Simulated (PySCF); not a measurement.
Atom-mapped SMILES (the numbers label the heavy atoms): `[CH3:1][BH2-:2][CH2:3][Cl:4]`; H(Xn) means a hydrogen on atom n.

Geometry: PBE0-D3(BJ)/def2-SVP; GIAO shifts from PySCF, gas phase, non-relativistic, averaged over equivalent atoms.

At PBE0/pcSseg-1 (110 basis functions, 10 s wall time on 1 thread of an Arm Neoverse V1, shared host):
```csv
atoms,δ (ppm)
C3,61.7
C1,5.4
B2,-26.7
Cl4,28.1
H(C3),2.79
H(B2),1.36
H(C1),-0.65
```

δ = σ(ref) − σ, references computed at the same level: 13C (184.41 ppm), 1H (31.27 ppm) vs TMS; BF3·OEt2 for 11B (100.73 ppm); 35Cl (943.27 ppm) vs HCl.

Predict the values at HF/pcSseg-2 on the same geometry.

## Answers


```csv
atoms,δ at HF/pcSseg-2,change
C3,59.8,-1.9
C1,7.1,+1.7
B2,-18.2,+8.5
Cl4,-31.1,-59.2
H(C3),2.72,-0.07
H(B2),1.28,-0.08
H(C1),-0.71,-0.06
```

Referencing at the same level of theory: TMS for 13C (σref 191.47) and 1H (σref 31.68); 11B (σref 114.51) against BF3·OEt2; HCl for 35Cl (σref 944.88).

The largest change is at Cl4 (chlorine bonded to C). Cost: 249 basis functions, 12 s wall time on 1 thread of an Arm Neoverse V1, shared host.

A carbon bonded to boron is broadened by the quadrupolar boron nucleus and is often missing from a measured spectrum. Carbons that carry Cl, above all several Cl atoms, come out too deshielded, partly because spin–orbit coupling is missing.
